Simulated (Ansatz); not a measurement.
One change: `FC([SiH3])[SiH2]Cl` becomes `FC([SiH3])[SeH]`.

Ansatz, PBE0-D4/def2-TZVP geometries, multiplicity 1. Each molecule was computed in one conformer, which needn't be the lowest.

Scalar relativity is left out up to krypton.

```csv
property,`FC([SiH3])[SiH2]Cl`
HOMO energy (ωB97M-V/def2-TZVPP) / eV,-10.63
LUMO energy (PBE0/def2-TZVPP) / eV,-0.39
HOMO energy (PBE0/def2-TZVPP) / eV,-8.42
LUMO energy (B3LYP/def2-TZVPP) / eV,-0.58
HOMO energy (PBE/def2-TZVPP) / eV,-7.03
HOMO–LUMO gap (PBE/def2-TZVPP) / eV,5.73
```

**Question.** Give the same properties after the change, and the shifts. (Estimate.)

**Answer.** The calculation gave: 
| property | `FC([SiH3])[SeH]` | shift |
| --- | --- | --- |
| HOMO energy (ωB97M-V/def2-TZVPP) / eV | -9.36 | 1.27 |
| LUMO energy (PBE0/def2-TZVPP) / eV | -0.46 | -0.07 |
| HOMO energy (PBE0/def2-TZVPP) / eV | -7.17 | 1.25 |
| LUMO energy (B3LYP/def2-TZVPP) / eV | -0.69 | -0.11 |
| HOMO energy (PBE/def2-TZVPP) / eV | -6.01 | 1.02 |
| HOMO–LUMO gap (PBE/def2-TZVPP) / eV | 4.69 | -1.04 |

With PBE0 the HOMO rises by 1.25 eV and the LUMO falls by 0.07 eV, so the gap narrows by about 1.32 eV. PBE moves the HOMO by 1.02 eV and ωB97M-V by 1.27 eV.

B3LYP here is the variant with VWN-RPA as its local correlation; programs differ in this.

Spin–orbit coupling is left out; it splits and shifts lone-pair levels of the heavy atoms by tenths of an eV.
